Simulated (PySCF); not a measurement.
Gas-phase reaction: GeI₂ + 2 GeH₄ = I₂ + Ge₃H₈

Computed with PySCF and rigid-rotor harmonic-oscillator thermochemistry at 1 bar. † marks an energy on the PBE0/def2-TZVP geometry and frequencies. MP2 and CCSD(T) freeze the core. All species are closed-shell singlets. I: scalar-relativistic def2 core potential, no spin-orbit coupling. Ge: all electrons, no relativistic terms. MP2 isn't extrapolated to the basis-set limit. CCSD(T) isn't extrapolated to the basis-set limit.

HF/def2-TZVP† gives ΔH°(298 K) = 84 kJ.

### Question
What do CCSD(T)/def2-SVP†, MP2/def2-SVP†, BLYP/def2-TZVP† give?

### Answer
CCSD(T)/def2-SVP†: 73 kJ; MP2/def2-SVP†: 69 kJ; BLYP/def2-TZVP†: 100 kJ. For scale, ΔH°(298 K) is 84 kJ at this level, 59 kJ at ωB97M-V/def2-TZVP†, and runs from 35 to 100 kJ over the 16 levels computed.
